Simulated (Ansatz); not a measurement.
A nudged elastic band was laid between two geometries of CH4O + FH4NSi (13 atoms, charge 0, multiplicity 1).

Method: RKS PBE-D4/6-31G* (Ansatz).

* movable images: 5
* climbing image: yes
* spring: 5.0 eV/Å²
* optimiser: quadratic models (default)
* start path: through a guess of the saddle point
* force threshold: 0.05 eV/Å
* iteration limit: 60
* end points: relaxed

Image 0:

```xyz
13
Properties=species:S:1:pos:R:3
Si -1.196 -0.061 -0.494
F 0.075 -0.158 -1.548
H -1.532 -1.448 -0.066
H -0.810 0.911 0.571
N -2.629 0.580 -1.212
H 1.382 -0.910 -0.301
O 1.395 -1.100 0.661
C 2.142 -0.057 1.281
H -2.687 1.571 -1.446
H -3.171 0.019 -1.869
H 3.198 -0.034 0.941
H 2.135 -0.259 2.364
H 1.698 0.947 1.116
```

Image 6:

```xyz
13
Properties=species:S:1:pos:R:3
Si -1.046 -0.461 0.384
F 0.502 -1.027 -2.112
H -1.570 -1.829 0.101
H -1.513 0.068 1.709
N -1.408 0.754 -0.771
H 0.807 -1.036 -1.190
O 0.640 -0.768 0.454
C 1.497 0.315 0.856
H -1.933 1.600 -0.568
H -1.168 0.618 -1.752
H 2.538 -0.041 0.797
H 1.281 0.614 1.898
H 1.372 1.193 0.196
```

Which bonds break or form, and what moves?

Bonds broken: Si1–F2, H6–O7. Bonds formed: Si1–O7, F2–H6. CH4O + FH4NSi becomes CH7NOSi + FH.

What energy profile does the band end with?

The forces met the threshold. The highest image is number 4 of 0 to 6, 78.6 kJ/mol above the first end and 39.1 kJ/mol above the last; the last end lies 39.5 kJ/mol above the first. A vibrational analysis at the climbing image gives one clearly imaginary mode, 463i cm⁻¹: a first-order saddle point. The orbitals stay closed-shell, which can raise the energy where a bond breaks towards radicals; this wasn't checked here.

```
image  path coordinate (Å)  energy (kJ/mol)  Si1–F2 (Å)  H6–O7 (Å)  Si1–O7 (Å)
    0                 0.00              0.0        1.65       0.98        3.02
    1                 1.18              2.8        1.65       0.98        2.97
    2                 2.36             15.1        1.65       0.98        2.90
    3                 3.53             45.9        1.69       0.98        2.36
    4                 4.71             78.6        2.01       1.17        1.85
    5                 5.36             47.4        2.57       1.55        1.73
    6                 6.00             39.5        2.99       1.67        1.71
```

What is the geometry of the highest image?


```xyz
13
Properties=species:S:1:pos:R:3:forces:R:3
Si -0.939 -0.562 0.014 -0.01 0.01 0.00
F 0.004 -1.088 -1.679 0.01 0.00 -0.01
H -1.574 -1.915 -0.004 0.00 0.00 0.00
H -1.225 -0.021 1.407 0.00 0.00 0.00
N -1.450 0.822 -0.878 0.00 -0.01 -0.01
H 0.869 -0.954 -0.834 0.00 0.00 0.01
O 0.868 -0.775 0.324 0.00 -0.01 0.00
C 1.605 0.331 0.882 0.00 0.01 0.00
H -2.024 1.536 -0.435 0.00 0.00 0.00
H -1.502 0.819 -1.895 0.00 0.00 0.00
H 2.645 0.005 1.034 0.00 0.00 0.00
H 1.150 0.592 1.850 0.00 0.00 0.00
H 1.574 1.209 0.214 0.00 0.00 0.00
```

What are the harmonic wavenumbers there?

463i, 92, 114, 164, 273, 290, 334, 515, 519, 593, 654, 700, 778, 856, 969, 1011, 1055, 1086, 1110, 1159, 1239, 1449, 1475, 1479, 1550, 1889, 2073, 2199, 2990, 3074, 3094, 3509, 3621 cm⁻¹.

Run time: 2 min on 2 threads of INTEL(R) XEON(R) PLATINUM 8581C CPU @ 2.10GHz (Emerald Rapids), on a shared host, peak memory 0.16 GiB.
